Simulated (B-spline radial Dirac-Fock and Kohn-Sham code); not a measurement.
**Elastic and transport cross sections of silver for electrons**

Calculated with a radial atomic solver, using relativistic (Dirac) partial waves in the static field of the Dirac-Fock atom with Furness-McCarthy exchange, without polarisation or absorption potentials. σ_tr1 and σ_tr2 weight the cross section with 1 − P₁ and 1 − P₂ of cos θ; "backward" is the share scattered beyond 90°.

```
energy (eV)  σ (a₀²)  σ_tr1 (a₀²)  σ_tr2 (a₀²)  σ/σ_tr1  backward (%)
      10000     2.24       0.0797        0.152     28.1          0.83
      14600     1.75       0.0443       0.0904     39.6          0.50
      18700     1.49       0.0300       0.0634     49.6          0.36
      20000        ?            ?            ?        ?             ?
      21700     1.34       0.0236       0.0510     56.9          0.29
      27200     1.15       0.0164       0.0364     69.9          0.22
      27900     1.13       0.0158       0.0350     71.6          0.21
      30000     1.07       0.0140       0.0314     76.5          0.19
      36800    0.930       0.0101       0.0230     92.4          0.14
      37200    0.923      0.00990       0.0226     93.3          0.14
      48400    0.767      0.00643       0.0151      119          0.10
      50000    0.749      0.00610       0.0143      123         0.096
      51400    0.735      0.00583       0.0137      126         0.093
      76500    0.557      0.00303      0.00735      184         0.055
      84800    0.519      0.00256      0.00625      203         0.048
     100000    0.464      0.00195      0.00482      238         0.038
     200000    0.304     0.000637      0.00163      477         0.015
     300000    0.248     0.000337     0.000881      736        0.0080
```

**Question.** Fill in the row for 20 keV.

**Answer.** σ = 1.42 a₀², σ_tr1 = 0.0269 a₀², σ_tr2 = 0.0575 a₀², σ/σ_tr1 = 52.8, backward 0.33 %. The ratio σ/σ_tr1 is roughly the number of elastic collisions that randomise the direction.
